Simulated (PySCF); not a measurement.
## Two-dimensional NMR puzzle

Compound of formula C6H9OP. Correlations simulated from computed shifts and the bond graph:

HSQC (one-bond C–H):
```
  δH     δC
6.79  140.0
6.46  140.0
6.35  140.7
```

COSY cross peaks (H two or three bonds apart, from the bond graph; peaks can be absent where the dihedral angle is near 90°):
```
  δH    δH
6.79  6.46
6.79  6.35
6.46  6.35
```

HMBC (two and three bonds, from the bond graph):
```
  δH            δC
6.79         140.7
6.46         140.7
6.35  140.7, 140.0
```

[PySCF: coordinates at the GFN2-xTB level; PBE0/pcSseg-1 with gauge-including orbitals; relativity neglected; fast rotation and ring inversion assumed for equivalent nuclei; no solvent model; a single conformation]

Shifts are taken against calculated references (same method and geometry level): $^{1}$H (σref 31.72), $^{13}$C (σref 186.93) against TMS.

Exchangeable hydrogens are left out of these lists.

**Question.** Assemble the structure.

**Answer.** SMILES C=CP(=O)(C=C)C=C.

Numbering as in the mapped SMILES `[CH2:1]=[CH:2][P:3](=[O:4])([CH:5]=[CH2:6])[CH:7]=[CH2:8]`. Each H is labelled by its parent atom. Ha(C1), Ha(C6), Ha(C8) are cis to P3; Hb(C1), Hb(C6), Hb(C8) are trans to P3.

- δC 140.7 is C2/C5/C7, an alkene CH (δH 6.35).
- δC 140.0 is C1/C6/C8, a terminal =CH2 carbon (δH 6.46, 6.79).
- COSY links 6.79–6.46, 6.79–6.35, 6.46–6.35.

The shifts were computed for this structure.

Shifts are as computed. Against solution values, carbons near 30 ppm lie about +3 ppm off and those near 130 ppm about +5 ppm. Of 1211 compounds with measured shifts, 218 miss one by over three times the rms of a fit or turn the order of signals round; such compounds aren't used in these exercises.
